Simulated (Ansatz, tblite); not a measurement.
Isomers of B$_{5}$N$_{6}$⁻ (singlet), found by a short tight-binding search and relaxed with B3LYP-D4/def2-SVPD in Ansatz.

The xTB rows come from tblite. Correlated methods freeze 11 core orbitals.

Run but left out: HF/def2-SVPD (C: restricted singlet, unstable towards broken spin symmetry); HF/def2-TZVPD, BHLYP-D4/def2-TZVPD (C: restricted singlet, unstable in another Hartree–Fock run and untested here).

C: The restricted singlet is unstable towards broken spin symmetry in Hartree–Fock (as tested in another run); at PBE-D4/def2-TZVPD, r2SCAN-D4/def2-TZVPD, PBE0-D4/def2-TZVPD this wasn't settled. At MP2/def2-SVPD the restricted singlet (for correlated methods, its reference) is unstable: a solution with broken spin symmetry lies lower.

Other spin states weren't relaxed.

A:

Cartesian coordinates in Å:
```
B -1.1598 -0.3188 1.3202
B 0.3119 1.8317 0.9287
B -0.8614 -1.9637 -0.2893
B 0.6299 -1.2434 -1.7583
B 1.2731 0.8340 -1.0935
N -0.7485 0.8516 1.6305
N 1.3847 -0.1783 -1.9871
N -1.4570 -1.5595 0.8059
N 1.1158 1.7639 -0.1989
N -0.3114 2.2319 2.0579
N -0.1774 -2.2494 -1.4161
```

B:

```
atom   x (Å)   y (Å)   z (Å)
  B1  -1.635  -0.612   1.187
  B2  -0.596  -2.066  -0.195
  B3   1.154  -1.074  -1.351
  B4   0.117   2.024   0.589
  B5   1.556   1.173  -0.929
  N6   1.857   0.029  -1.575
  N7   1.190   2.237  -0.254
  N8  -1.622   0.603   1.590
  N9  -1.557  -1.896   0.683
 N10  -0.878   1.723   1.337
 N11   0.414  -2.142  -1.083
```

C:

Cartesian coordinates in Å:
```
B 0.375 1.254 -1.025
B 1.330 -0.562 -0.201
B 0.304 0.140 1.627
B -0.679 -1.394 -0.600
B -1.330 0.562 0.199
N -0.874 1.599 -0.712
N -1.792 -0.706 -0.342
N 1.527 0.584 -1.074
N 1.465 -0.385 1.236
N 0.609 -1.720 -0.704
N -0.936 0.629 1.597
```

Estimate which lies lowest at each level, and how far above it the others are (kcal/mol).


| level | A | B | C |
| --- | --- | --- | --- |
| GFN1-xTB | 0.6 | 0.0 | 44.0 |
| GFN2-xTB | 5.1 | 0.0 | 57.3 |
| PBE-D4/def2-TZVPD | 0.0 | 0.0 | 6.1 |
| r2SCAN-D4/def2-TZVPD | 0.0 | 1.3 | 9.4 |
| PBE0-D4/def2-TZVPD | 0.0 | 0.2 | 22.4 |
| MP2/def2-SVPD | 9.4 | 5.1 | 0.0 |
Point groups (tolerance 0.1 Å): A Cs, B C2v, C D3h. Lower isomers may exist.
